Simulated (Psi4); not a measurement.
Br₄Hf (SMILES [Br][Hf]([Br])([Br])[Br]), singlet, geometry from GFN2-xTB (such geometries of metal compounds can be far from the true shape) (core potentials on Hf); TPSS/def2-SVP in Psi4 1.11.

The Psi4 input:
```
memory 2 GB

molecule {
0 1
Hf   -0.00000000   -0.00000000    0.00000000
Br    1.95644910   -0.56764226   -1.43548939
Br    0.75742969    0.30243203    2.35486215
Br   -1.04328436    2.11147723   -0.81471605
Br   -1.67059443   -1.84626701   -0.10465671
symmetry c1
no_reorient
no_com
}

set {
  basis def2-svp
}

energy('tpss')
print_variables()
```

The log (banner, timings and long lists left out):

```
   => Loading Basis Set <=

    Name: DEF2-SVP
    Role: ORBITAL
    Keyword: BASIS

    !!!  WARNING: ECP capability is in beta. Please check occupations closely.  !!!

         ---------------------------------------------------------
                                   SCF
               by Justin Turney, Rob Parrish, Andy Simmonett
                          and Daniel G. A. Smith
                              RKS Reference
         ---------------------------------------------------------

  ==> Geometry <==

    Molecular point group: c1
    Full point group: Td

    Geometry (in Angstrom), charge = 0, multiplicity = 1:

       Center              X                  Y                   Z               Mass
    ------------   -----------------  -----------------  -----------------  -----------------
         HF           0.000000000000     0.000000000000     0.000000000000   179.946557000000
         BR           1.956449100000    -0.567642260000    -1.435489390000    78.918337600000
         BR           0.757429690000     0.302432030000     2.354862150000    78.918337600000
         BR          -1.043284360000     2.111477230000    -0.814716050000    78.918337600000
         BR          -1.670594430000    -1.846267010000    -0.104656710000    78.918337600000

  Running in c1 symmetry.

  Rotational constants: A =      0.01290  B =      0.01290  C =      0.01290 [cm^-1]
  Rotational constants: A =    386.67058  B =    386.67058  C =    386.67058 [MHz]
  Nuclear repulsion = 1312.474199772229440

  Charge       = 0
  Multiplicity = 1
  Electrons    = 152
  Nalpha       = 76
  Nbeta        = 76

  ==> Algorithm <==

  SCF Algorithm Type is DF.
  DIIS enabled.
  MOM disabled.
  Fractional occupation disabled.
  Guess Type is SAD.
  Energy threshold   = 1.00e-06
  Density threshold  = 1.00e-06
  Integral threshold = 1.00e-12

  ==> Primary Basis <==

  Basis Set: DEF2-SVP
    Blend: DEF2-SVP
    Number of shells: 60
    Number of basis functions: 160
    Number of Cartesian functions: 177
    Spherical Harmonics?: true
    Max angular momentum: 3

  Core potential: DEF2-SVP
    Number of shells: 4
    Number of ECP primitives: 10
    Number of ECP core electrons: 60
    Max angular momentum: 3

  ==> DFT Potential <==

   => LibXC <=

    Version 7.1.2
    S. Lehtola, C. Steigemann, M. J. T. Oliveira, and M. A. L. Marques,  SoftwareX 7, 1–5 (2018) (10.1016/j.softx.2017.11.002)

   => Composite Functional: TPSS <=

    TPSS Meta-GGA XC Functional

    J. Tao, et al., Phys. Rev. Lett., 91, 146401, 2003

    Deriv               =              1
    GGA                 =           TRUE
    Meta                =           TRUE

    Exchange Hybrid     =          FALSE
    MP2 Hybrid          =          FALSE

   => Exchange Functionals <=

    1.0000   XC_MGGA_X_TPSS

   => Correlation Functionals <=

    1.0000   XC_MGGA_C_TPSS

   => LibXC Density Thresholds  <==

    XC_MGGA_C_TPSS:  1.00E-15
    XC_MGGA_X_TPSS:  1.00E-15

   => Molecular Quadrature <=

    Radial Scheme          =       TREUTLER
    Pruning Scheme         =           NONE
    Nuclear Scheme         =       TREUTLER

    Blocking Scheme        =         OCTREE
    BS radius alpha        =              1
    Pruning alpha          =              1
    Radial Points          =             75
    Spherical Points       =            302
    Total Points           =         108250
    Total Blocks           =            949
    Max Points             =            256
    Max Functions          =            116
    Weights Tolerance      =       1.00E-15

   => Loading Basis Set <=

    Name: (DEF2-SVP AUX)
    Role: JKFIT
    Keyword: DF_BASIS_SCF

  ==> Integral Setup <==

  SCF_SUBTYPE=INCORE selected. In-core MEM_DF algorithm will be used.
  Using in-core AOs.

  ==> MemDFJK: Density-Fitted J/K Matrices <==

    J tasked:                   Yes
    K tasked:                    No
    wK tasked:                   No
    Algorithm:                 Core
    Schwarz Cutoff:           1E-12
    Mask sparsity (%):      18.9766
    Fitting Condition:        1E-10

   => Auxiliary Basis Set <=

  Basis Set: (DEF2-SVP AUX)
    Blend: DEF2-UNIVERSAL-JKFIT
    Number of shells: 285
    Number of basis functions: 1291
    Number of Cartesian functions: 1825
    Spherical Harmonics?: true
    Max angular momentum: 6

  Minimum eigenvalue in the overlap matrix is 7.0784176860E-03.
  Reciprocal condition number of the overlap matrix is 1.7674736027E-03.
    Using symmetric orthogonalization.

  ==> Pre-Iterations <==

  SCF Guess: Superposition of Atomic Densities via on-the-fly atomic UHF (no occupation information).

   -------------------------
    Irrep   Nso     Nmo
   -------------------------
     A        160     160
   -------------------------
    Total     160     160
   -------------------------

  ==> Iterations <==

                           Total Energy        Delta E     RMS |[F,P]|

   @DF-RKS iter SAD: -10337.58058640666604   -1.03376e+04   0.00000e+00
   @DF-RKS iter   1: -10341.95893654852443   -4.37835e+00   1.80537e-02 ADIIS/DIIS
   @DF-RKS iter   2: -10338.75328956424710    3.20565e+00   2.52472e-02 ADIIS/DIIS
   @DF-RKS iter   3: -10342.49336167206638   -3.74007e+00   6.94152e-03 ADIIS/DIIS
   @DF-RKS iter   4: -10343.25281641202309   -7.59455e-01   2.70288e-03 ADIIS/DIIS
   @DF-RKS iter   5: -10343.35627546857904   -1.03459e-01   6.62938e-04 ADIIS/DIIS
   @DF-RKS iter   6: -10343.36151764769966   -5.24218e-03   3.60885e-04 ADIIS/DIIS
   @DF-RKS iter   7: -10343.36355758105856   -2.03993e-03   6.94691e-05 DIIS
   @DF-RKS iter   8: -10343.36362063320666   -6.30521e-05   7.52722e-06 DIIS
   @DF-RKS iter   9: -10343.36362138338882   -7.50182e-07   3.25172e-06 DIIS
   @DF-RKS iter  10: -10343.36362153307891   -1.49690e-07   1.18956e-06 DIIS
   @DF-RKS iter  11: -10343.36362155502866   -2.19497e-08   1.75665e-07 DIIS
  Energy and wave function converged.

  ==> Post-Iterations <==

   Electrons on quadrature grid:
      Ntotal   =  152.0000788387 ; deviation = 7.884e-05

    Orbital Energies [Eh]
    ---------------------

    Doubly Occupied:

[...]
      76A     -0.286505

    Virtual:

[...]
    Final Occupation by Irrep:
              A
    DOCC [    76 ]
    NA   [    76 ]
    NB   [    76 ]

  @DF-RKS Final Energy: -10343.36362155502866

   => Energetics <=

    Nuclear Repulsion Energy =           1312.4741997722294400
    One-Electron Energy =              -17026.5274279316545289
    Two-Electron Energy =                5741.6079662982647278
    DFT Exchange-Correlation Energy =    -370.9183596938688083
    Empirical Dispersion Energy =           0.0000000000000000
    VV10 Nonlocal Energy =                  0.0000000000000000
    Total Energy =                     -10343.3636215550286579

Computation Completed

Properties will be evaluated at   0.000000,   0.000000,   0.000000 [a0]

Properties computed using the SCF density matrix

 Multipole Moments:

 ------------------------------------------------------------------------------------
     Multipole            Electronic (a.u.)      Nuclear  (a.u.)        Total (a.u.)
 ------------------------------------------------------------------------------------

 L = 1.  Multiply by 2.5417464519 to convert [e a0] to [Debye]
 Dipole X            :         -0.0000657            0.0000000           -0.0000657
 Dipole Y            :          0.0000200           -0.0000007            0.0000194
 Dipole Z            :          0.0000286           -0.0000000            0.0000286
 Magnitude           :                                                    0.0000742

 ------------------------------------------------------------------------------------

  Variable Map:
  ----------------------------------------------------------------------------
[...]
  Array Variable Map:
  ----------------------------------------------------------------------------
[...]
[...]
```
